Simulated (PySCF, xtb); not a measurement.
SiF₂I₂, SMILES F[Si](F)(I)I.

Harmonic wavenumbers (cm⁻¹) from GFN2-xTB (xtb 6.7.1) at its own minimum, in rising order: 73, 137, 169, 184, 205, 358, 531, 883, 922.

Task: What does B3LYP-D3(BJ)/def2-SVP run with PySCF give at its own minimum? (The exact figures need the calculation; the answer reports its results.)

Result: 83, 162, 197, 212, 220, 363, 477, 878, 967. Paired by order, the mean absolute difference is 24 cm⁻¹ and the zero-point energies are 4.9 and 5.1 kcal/mol.
